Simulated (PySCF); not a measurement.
Radial density of Te³⁺ (tellurium, charge +3)

r2SCAN0, [Kr] 4d10 5s2 5p1, 2P determinant. Calculation: PySCF 2.14, in aug-cc-pwCVQZ-PP with ECP28MDF (10s10p8d6f4g1h, 169 functions); a scalar-relativistic core potential. This is the valence pseudo-density: the core potential removes the inner electrons and smooths the orbitals near the nucleus.

```
r (bohr)  4πr²ρ (e/bohr)  4πr²(ρα − ρβ)
 0.00215       2.732e-05         0.0000
 0.00361       7.413e-05         0.0000
 0.00607       0.0001892         0.0000
  0.0102       0.0004368         0.0000
  0.0172       0.0009039         0.0000
  0.0289        0.001532         0.0000
  0.0486        0.002114         0.0000
  0.0817        0.003719         0.0000
   0.137         0.02339         0.0001
   0.231          0.3010         0.0015
   0.389           4.711         0.0338
   0.654           24.54         0.1308
    1.10           13.98         0.0083
    1.85           3.058         0.6076
    3.11          0.4333         0.2146
    5.24        0.003931         0.0031
```

Energies and moments cover only the electrons outside the core potential.
